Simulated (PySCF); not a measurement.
BrCl₂H₂NSi. Atoms are numbered in the order given.

```xyz
7

N     -0.9512     1.9418     0.0000
Si    -0.5104     0.2990     0.0000
Cl    -1.2839    -0.5718    -1.6965
Cl    -1.2839    -0.5718     1.6965
Br     1.6904    -0.0952     0.0000
H     -0.8532     2.4973    -0.8445
H     -0.8532     2.4973     0.8445
```
Charge 0, spin multiplicity 1.

Geometry: B3LYP-D3(BJ)/def2-SVP. This is a generated structure with no PubChem entry under its InChIKey; it may be hypothetical. The values are those of a single conformer.

Computed with PBE0/def2-TZVP (PySCF).

Isolated molecule, no solvent.

The total energy is -3839.47905 hartree and the point group is Cs. The highest occupied level comes out as -8.21 eV, the lowest empty level is -0.46 eV and the orbital gap is 7.74 eV. The dipole moment is 2.46 D. The quadrupole, principal values (traceless, Buckingham form, about the centre of nuclear charge) is -6.71, -1.20, 7.91 D·Å and the mean static polarisability is 72.7 bohr³ (10.77 Å³). The polarisability, principal values is 65.1, 73.3, 79.7 bohr³.
